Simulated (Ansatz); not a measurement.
Relaxation of Ge₂H₁₁NSi (15 atoms, charge 0, multiplicity 1), to a largest force component of 0.03 eV/Å in at most 50 steps.

The calculation used RKS PBE/def2-SVP in Ansatz 0.2.0.

```xyz
15
Properties=species:S:1:pos:R:3
Ge 0.360 0.021 0.111
Ge 0.732 -0.400 2.455
H -0.434 -1.186 3.141
H 2.012 -1.254 2.691
H 0.890 0.929 3.246
H 1.759 -0.037 -0.585
H -0.233 1.423 -0.160
H -0.510 -1.074 -0.558
N -2.462 0.062 1.431
H -2.933 -0.553 0.755
Si -3.398 1.431 2.042
H -4.568 1.096 2.950
H -2.451 2.304 2.822
H -3.948 2.170 0.847
H -2.005 -0.531 2.157
```

Task: Where does it end, and by what steps?

Result: The forces met the threshold. After 17 steps the energy has fallen by 0.091 eV; H14 moved furthest, 0.81 Å.

```json
{"step": "0", "energy less start (eV)": "0.0000", "largest force component (eV/Å)": "0.474", "accepted": "yes"}
{"step": "1", "energy less start (eV)": "-0.0476", "largest force component (eV/Å)": "0.241", "accepted": "yes"}
{"step": "2", "energy less start (eV)": "-0.0560", "largest force component (eV/Å)": "0.151", "accepted": "yes"}
{"step": "3", "energy less start (eV)": "-0.0601", "largest force component (eV/Å)": "0.064", "accepted": "yes"}
{"step": "4", "energy less start (eV)": "-0.0597", "largest force component (eV/Å)": "0.168", "accepted": "no"}
{"step": "5", "energy less start (eV)": "-0.0616", "largest force component (eV/Å)": "0.060", "accepted": "yes"}
{"step": "6", "energy less start (eV)": "-0.0640", "largest force component (eV/Å)": "0.099", "accepted": "yes"}
{"step": "7", "energy less start (eV)": "-0.0651", "largest force component (eV/Å)": "0.112", "accepted": "yes"}
{"step": "8", "energy less start (eV)": "-0.0681", "largest force component (eV/Å)": "0.111", "accepted": "yes"}
{"step": "9", "energy less start (eV)": "-0.0720", "largest force component (eV/Å)": "0.059", "accepted": "yes"}
{"step": "10", "energy less start (eV)": "-0.0759", "largest force component (eV/Å)": "0.169", "accepted": "yes"}
{"step": "11", "energy less start (eV)": "-0.0777", "largest force component (eV/Å)": "0.152", "accepted": "yes"}
{"step": "12", "energy less start (eV)": "-0.0811", "largest force component (eV/Å)": "0.102", "accepted": "yes"}
{"step": "13", "energy less start (eV)": "-0.0855", "largest force component (eV/Å)": "0.090", "accepted": "yes"}
{"step": "14", "energy less start (eV)": "-0.0886", "largest force component (eV/Å)": "0.094", "accepted": "yes"}
{"step": "15", "energy less start (eV)": "-0.0890", "largest force component (eV/Å)": "0.145", "accepted": "yes"}
{"step": "16", "energy less start (eV)": "-0.0905", "largest force component (eV/Å)": "0.067", "accepted": "yes"}
{"step": "17", "energy less start (eV)": "-0.0911", "largest force component (eV/Å)": "0.018", "accepted": "yes"}
```

```xyz
15
Properties=species:S:1:pos:R:3
Ge 0.379 -0.012 0.012
Ge 0.789 -0.401 2.385
H 0.026 -1.659 2.884
H 2.303 -0.644 2.650
H 0.344 0.815 3.238
H 1.716 -0.041 -0.786
H -0.290 1.366 -0.226
H -0.538 -1.117 -0.581
N -2.575 -0.062 1.784
H -2.863 -0.576 0.945
Si -3.334 1.502 2.060
H -4.812 1.479 2.382
H -2.628 2.152 3.216
H -3.154 2.308 0.805
H -2.552 -0.713 2.576
```

Whether the end is a true minimum wasn't checked by a vibrational analysis.

Time of the run: 19 s on 4 threads of Intel(R) Xeon(R) 6975P-C (Granite Rapids), on a shared host, peak memory 0.25 GiB.
